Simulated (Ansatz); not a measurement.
The same path of C2H8AlB (12 atoms, charge 0, multiplicity 1) was run twice with different band settings. The coordinate that changes most is the dihedral C2–Al3–C4–H10.

All numbers below come from Ansatz, RKS BHLYP/def2-SVP.

Relaxed end points:

```xyz
12
Properties=species:S:1:pos:R:3
B -1.151 1.689 -0.215
C -1.338 0.324 0.421
Al 0.484 -0.381 0.757
C 1.488 -1.304 -0.636
H -0.989 1.802 -1.402
H -1.068 2.682 0.460
H -1.804 0.319 1.411
H -1.755 -0.443 -0.243
H 1.076 -0.245 2.213
H 1.661 -2.353 -0.363
H 2.481 -0.855 -0.758
H 0.992 -1.290 -1.611
```

```xyz
12
Properties=species:S:1:pos:R:3
B -1.711 1.128 -0.153
C -1.270 -0.061 0.678
Al 0.712 -0.039 0.665
C 1.727 -0.848 -0.790
H -1.816 1.043 -1.350
H -1.878 2.209 0.349
H -1.520 -0.017 1.742
H -1.488 -1.041 0.237
H 1.456 0.590 1.906
H 1.096 -1.283 -1.571
H 2.393 -1.635 -0.416
H 2.376 -0.102 -1.264
```

Common settings: movable images 5; climbing image yes; spring 5.0 eV/Å²; optimiser quadratic models (default); force threshold 0.05 eV/Å; iteration limit 60; end points relaxed.

| run | start path |
| --- | --- |
| 1 | IDPP |
| 2 | straight line |

Problem. What does each run give, and how far can it be trusted?

Solution. Run 1: converged after 5 iterations, highest image 0.004 eV above the first end. The top lies less than 8 meV above the higher end, about what the thresholds resolve: the motion is nearly free. A vibrational analysis at the climbing image gives one clearly imaginary mode, 48i cm⁻¹: a first-order saddle point.
Run 2: converged after 9 iterations, highest image 0.005 eV above the first end. The top lies less than 8 meV above the higher end, about what the thresholds resolve: the motion is nearly free. Another band between the same ends (5 images) ends at a top of the same energy, where a vibrational analysis finds 1 clearly imaginary mode.
